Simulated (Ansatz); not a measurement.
Ideal-gas functions of `S[S][In]([Br])[Br]` at 800 K and 1 bar, from an Ansatz frequency run at PBE0-D4/def2-TZVP.

Molar mass 339.77 g/mol, point group C1 (symmetry number 1), electronic degeneracy 1, moments of inertia 559.941, 968.606, 1524.313 u Å². Harmonic wavenumbers (cm⁻¹, unscaled): 34, 48, 61, 79, 127, 229, 270, 279, 357, 523, 894, 2676.

Use S(trans) = R[1.5 ln M + 2.5 ln T − 1.1517]; rotational temperatures θ = 24.2544 K / I; S(rot) = R[ln(√π/σ · √(T³/θAθBθC)) + 1.5]; for each mode x = 1.438777 ν̃/T, S = R[x/(eˣ − 1) − ln(1 − e⁻ˣ)] and H = RT x/(eˣ − 1); 1 cm⁻¹ = 0.0119627 kJ/mol; R = 8.31446 J/(mol·K).

Problem. By hand: the entropy, in J/(mol·K).

Solution. Translation 202.1. Rotation: θ = 0.0433, 0.025, 0.0159 K, giving 146.2. Vibration, mode by mode: 31.55, 28.68, 26.69, 24.55, 20.61, 15.75, 14.40, 14.13, 12.14, 9.12, 5.21, 0.40, in all 203.2. Electronic 0.0. Sum 551.5 J/(mol·K).

Problem. By hand: H − E and G − E in kJ/mol, counted from the electronic energy.

Solution. Zero-point energy ½ × 5577 × 0.0119627 = 33.4; thermal vibration 58.6; translation, rotation and pV give 4 RT = 26.6. H − E = 118.6 kJ/mol, and G − E = 118.6 − 800 × 551.5/1000 = -322.6 kJ/mol.

Vibration gives 37 % of the entropy, 132.1 J/(mol·K) of it from the modes under 150 cm⁻¹: soft modes count most, and the harmonic formula is weakest for them. The sum counts one conformer and one mirror image; others add a mixing term.
